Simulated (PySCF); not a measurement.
**Correlation energy of Ir (iridium, neutral)**

[Xe] 4f14 5d6 6s2 7s1, high-spin 6D determinant (an excited configuration). Computed with PySCF 2.14 in aug-cc-pwCVDZ-PP with ECP60MDF, with scalar relativity through the core potential. Frozen: 5s2 5p6; 9 electrons correlated.

```json
{"level": "CCSD", "correlation energy (mhartree)": "-185.84"}
{"level": "(T)", "correlation energy (mhartree)": "-5.68"}
{"level": "CCSD(T)", "correlation energy (mhartree)": "-191.52"}
```

Diagnostics: T1 = 0.014, D1 = 0.0436, largest double amplitude 0.057.

Spin-orbit coupling, absent here, splits the open shell strongly. The outer electron is Rydberg-like, and this basis confines it to a smaller radius and binds it less than a complete one would.

Cost of the coupled-cluster step: roughly 40 core-seconds, for 9 correlated electrons.

Iterations:

```
CC2 = 0
CCSD nocc = (np.int64(7), np.int64(2)), nmo = (66, 66)
frozen orbitals [[0, 1, 2, 3], [0, 1, 2, 3]]
max_cycle = 100
direct = 0
conv_tol = 1e-08
conv_tol_normt = 1e-06
diis_space = 8
diis_start_cycle = 0
Init t2, MP2 energy = -0.181882150759568
Init E_corr(UCCSD) = -0.181882150760578
cycle = 1  E_corr(UCCSD) = -0.182383770513539  dE = -0.000501619753  norm(t1,t2) = 0.0503176
cycle = 2  E_corr(UCCSD) = -0.184700651426335  dE = -0.00231688091  norm(t1,t2) = 0.0176977
cycle = 3  E_corr(UCCSD) = -0.185734560145584  dE = -0.00103390872  norm(t1,t2) = 0.00944218
cycle = 4  E_corr(UCCSD) = -0.185784883882449  dE = -5.03237369e-05  norm(t1,t2) = 0.00495194
cycle = 5  E_corr(UCCSD) = -0.185783460193826  dE = 1.42368862e-06  norm(t1,t2) = 0.00480015
cycle = 6  E_corr(UCCSD) = -0.185758885445072  dE = 2.45747488e-05  norm(t1,t2) = 0.0050582
cycle = 7  E_corr(UCCSD) = -0.1858182856737  dE = -5.94002286e-05  norm(t1,t2) = 0.00365212
cycle = 8  E_corr(UCCSD) = -0.185846077431477  dE = -2.77917578e-05  norm(t1,t2) = 0.00156056
cycle = 9  E_corr(UCCSD) = -0.185829518164032  dE = 1.65592674e-05  norm(t1,t2) = 0.000739502
cycle = 10  E_corr(UCCSD) = -0.185836748067382  dE = -7.22990335e-06  norm(t1,t2) = 0.000390968
cycle = 11  E_corr(UCCSD) = -0.185835278855279  dE = 1.4692121e-06  norm(t1,t2) = 0.000229205
cycle = 12  E_corr(UCCSD) = -0.185836839414626  dE = -1.56055935e-06  norm(t1,t2) = 0.000121183
cycle = 13  E_corr(UCCSD) = -0.185837268007432  dE = -4.28592806e-07  norm(t1,t2) = 5.78667e-05
cycle = 14  E_corr(UCCSD) = -0.185837267927014  dE = 8.04180889e-11  norm(t1,t2) = 3.77121e-05
cycle = 15  E_corr(UCCSD) = -0.185837112653876  dE = 1.55273138e-07  norm(t1,t2) = 2.29924e-05
cycle = 16  E_corr(UCCSD) = -0.185837030480589  dE = 8.21732876e-08  norm(t1,t2) = 1.87116e-05
cycle = 17  E_corr(UCCSD) = -0.18583696708434  dE = 6.33962486e-08  norm(t1,t2) = 1.98376e-05
cycle = 18  E_corr(UCCSD) = -0.185836873722049  dE = 9.33622906e-08  norm(t1,t2) = 1.70903e-05
cycle = 19  E_corr(UCCSD) = -0.185836949253963  dE = -7.55319137e-08  norm(t1,t2) = 1.26454e-05
cycle = 20  E_corr(UCCSD) = -0.185837026096464  dE = -7.68425005e-08  norm(t1,t2) = 7.55651e-06
cycle = 21  E_corr(UCCSD) = -0.185837074977235  dE = -4.88807709e-08  norm(t1,t2) = 5.05388e-06
cycle = 22  E_corr(UCCSD) = -0.185837081779521  dE = -6.80228601e-09  norm(t1,t2) = 2.67375e-06
cycle = 23  E_corr(UCCSD) = -0.185837092715909  dE = -1.09363883e-08  norm(t1,t2) = 1.17769e-06
cycle = 24  E_corr(UCCSD) = -0.185837103454255  dE = -1.07383457e-08  norm(t1,t2) = 7.86824e-07
cycle = 25  E_corr(UCCSD) = -0.185837105334782  dE = -1.88052701e-09  norm(t1,t2) = 5.36776e-07
UCCSD converged
E(UCCSD) = -103.553481575672  E_corr = -0.1858371053347816
UCCSD(T) correction = -0.00567897831738321
```
